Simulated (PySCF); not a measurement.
A calculated (PW91, PySCF 2.14, aug-cc-pwCVTZ-DK with one added diffuse shell each of s, p, d, f, g type, scalar relativity by spin-free X2C-1e) atom or ion has these occupied shells.

```
shell  electrons  orbital energy (eV)  rms radius, mean of both spins (bohr)
 1s α          1              -8860.6                                 0.0601
 1s β          1              -8860.6                                 0.0601
 2s α          1              -1078.6                                  0.255
 2s β          1              -1078.0                                  0.255
 2p α          3              -933.38                                  0.229
 2p β          3              -932.89                                  0.229
 3s α          1              -131.48                                  0.763
 3s β          1              -130.20                                  0.763
 3p α          3              -88.883                                  0.810
 3p β          3              -87.629                                  0.810
 3d α          5              -21.028                                   1.08
 3d β          4              -19.951                                   1.08
 4p α          1               -9.407                                   3.29
```

Q: Name the element and its charge.

A: Cu+ (copper, charge +1), in [Ar] 3d9 4p1, one real determinant (an excited configuration).
